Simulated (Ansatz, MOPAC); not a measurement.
Molecule: GaCl (charge 0, singlet). SMILES: [Ga][Cl]
Coordinates optimised at B3LYP-D3(BJ)/def2-TZVP (Ansatz, a program for electronic structure):
```xyz
2

Ga     0.0000     0.0000    -0.7929
Cl     0.0000     0.0000     1.4460
```

Wanted: vertical ionisation energy to the doublet, in eV. Conventions: six Cartesian d functions in 6-31G* and its kin unless marked 5d; open shells spin-unrestricted; non-relativistic; spin-orbit terms left out; each state is the SCF solution reached for its charge and spin. Ab initio and DFT rows: single points at B3LYP-D3(BJ) geometries (Ansatz). Semi-empirical rows: differences of heats of formation at the shared geometry for vertical values.

| species | coefficient | E at HF/6-31G* (Ansatz), Eh | E at wB97M-V/def2-TZVPD (Ansatz), Eh | heat of formation at PM6 (MOPAC), kcal/mol |
|---|---|---|---|---|
| charge 1, doublet | +1 | -2382.19362 | -2384.64572 | 222.63 |
| charge 0, singlet | -1 | -2382.52293 | -2385.01143 | -24.08 |

 1 Eh = 27.2114 eV and 1 eV = 23.0605 kcal/mol.

Work the quantity out at each level.


- HF/6-31G*: the sum of coefficient times E is 0.32931 Eh, or 8.961 eV. Result: 8.96 eV.
- wB97M-V/def2-TZVPD: the sum of coefficient times E is 0.36571 Eh, or 9.951 eV. Result: 9.95 eV.
- PM6: the sum of coefficient times heat of formation is 246.71 kcal/mol, or 10.70 eV.
